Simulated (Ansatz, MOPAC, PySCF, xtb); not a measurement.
Noncovalent pair: HI (SMILES I) (first 2 atoms) with CH6Si (SMILES C[SiH3]); geometry from B3LYP-D3(BJ)/def2-TZVP, rigid monomers moved along the line of their centres of mass till H2···H10 is 3.02 Å.
(charge 0, multiplicity 1):
```xyz
10

I     -0.5480     1.2789    -0.4881
H     -0.8144    -0.0192     0.4396
C     -0.0343     0.7489     4.5913
Si     0.3436    -1.0115     4.0748
H     -1.0265     0.8185     5.0408
H     -0.0026     1.4199     3.7314
H      0.6947     1.1008     5.3236
H      0.2958    -1.9324     5.2360
H      1.6824    -1.1067     3.4458
H     -0.6563    -1.4851     3.0801
```

Monomers are frozen at their geometry in the pair; levels with a basis set take the counterpoise correction. Rows marked so take none.

Correlated levels freeze the cores. Filled d and f shells under p-block atoms count as core. Rows in 3-21G carry no dispersion term and start afresh at each structure; the Pople sets are all-electron and without relativity. The state reached by PM3 isn't checked.

Codes used: Ansatz (an electronic-structure program) with Gaussian orbitals; MOPAC for PM3 (differences of heats of formation); PySCF for 3-21G rows, the dispersion terms; xtb for the GFN methods.  In def2 rows elements past Kr take small-core potentials, without spin–orbit coupling.

```csv
level,interaction energy (kcal/mol)
GFN-FF,-0.67
PM3,-0.37
r2SCAN/def2-TZVPPD,-0.50
r2SCAN-D3(BJ)/def2-TZVPPD,-0.87
B3LYP/3-21G (no counterpoise),-0.33
B3LYP/def2-TZVPPD,-0.05
B3LYP-D3(BJ)/def2-TZVPPD,-1.03
wB97M-V/def2-TZVPPD,[?]
SCS-MP2/def2-SVPD,-0.66
```

**Question.** Fill in the missing entries.

**Answer.** 
- wB97M-V/def2-TZVPPD, interaction energy (kcal/mol): -0.83
